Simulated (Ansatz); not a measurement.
HIMg (SMILES [MgH][I]) moved off its minimum; all values from Ansatz (a program for electronic structure), cores frozen in correlated methods. Elements past Kr take the def2 small-core potentials, without spin–orbit coupling.
(charge 0, multiplicity 1)
```xyz
3

Mg    -0.0080     0.0740    -2.0156
H     -0.0322     0.0708    -3.6799
I      0.0184    -0.0863     0.4474
```

### Question
Give the forces (eV/Å), the total energy and the dipole at CCSD(T)/def2-TZVPPD.

### Answer

```tsv
atom	Fx	Fy	Fz
Mg1	-0.010	0.007	-0.720
H2	-0.002	0.035	-0.302
I3	0.012	-0.042	1.022
```
Energy -497.1199 hartree, dipole 1.03 D.
